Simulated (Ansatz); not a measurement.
Computed with Ansatz on PBE0-D4/def2-TZVP structures; ΔE is electronic, products minus reactants. CBS: MP2 limit from def2 TZ/QZ plus the TZ coupled-cluster correction, frozen cores. This one scheme is used for every species. Functionals use def2-TZVPP. Each species was taken in one conformer, which may not be the lowest.

`N[SiH2]O[Si](N)(Cl)Cl` + `N[SiH](O)Cl` → `N[SiH2]O[SiH](N)Cl` + `N[Si](O)(Cl)Cl`  (ligand exchange at the Si–O bond)

```json
{"level": "PBE-D4", "ΔE (kcal/mol)": "1.1", "difference from CCSD(T)/CBS": "-0.1"}
{"level": "r2SCAN-D4", "ΔE (kcal/mol)": "1.1", "difference from CCSD(T)/CBS": "-0.1"}
{"level": "PBE0-D4", "ΔE (kcal/mol)": "1.1", "difference from CCSD(T)/CBS": "-0.1"}
{"level": "ωB97X-V", "ΔE (kcal/mol)": "1.2", "difference from CCSD(T)/CBS": "0.0"}
{"level": "ωB97M-V", "ΔE (kcal/mol)": "1.2", "difference from CCSD(T)/CBS": "0.0"}
{"level": "B2PLYP", "ΔE (kcal/mol)": "1.3", "difference from CCSD(T)/CBS": "0.1"}
{"level": "PBE", "ΔE (kcal/mol)": "1.0", "difference from CCSD(T)/CBS": "-0.2"}
{"level": "r2SCAN", "ΔE (kcal/mol)": "1.1", "difference from CCSD(T)/CBS": "-0.1"}
{"level": "PBE0", "ΔE (kcal/mol)": "1.1", "difference from CCSD(T)/CBS": "-0.1"}
{"level": "HF/def2-TZVPP", "ΔE (kcal/mol)": "1.4", "difference from CCSD(T)/CBS": "0.2"}
{"level": "SCS-MP2/def2-TZVPP", "ΔE (kcal/mol)": "1.3", "difference from CCSD(T)/CBS": "0.1"}
{"level": "CCSD/def2-TZVPP", "ΔE (kcal/mol)": "1.2", "difference from CCSD(T)/CBS": "0.0"}
{"level": "CCSD(T)/def2-TZVPP", "ΔE (kcal/mol)": "1.1", "difference from CCSD(T)/CBS": "-0.1"}
{"level": "MP2/def2-QZVPP", "ΔE (kcal/mol)": "1.4", "difference from CCSD(T)/CBS": "0.2"}
{"level": "HF/CBS(def2)", "ΔE (kcal/mol)": "1.4", "difference from CCSD(T)/CBS": "0.2"}
{"level": "CCSD/CBS(def2)", "ΔE (kcal/mol)": "1.3", "difference from CCSD(T)/CBS": "0.1"}
{"level": "CCSD(T)/CBS", "ΔE (kcal/mol)": "1.2", "difference from CCSD(T)/CBS": "0"}
```

Largest T1 diagnostic among the species: 0.010.
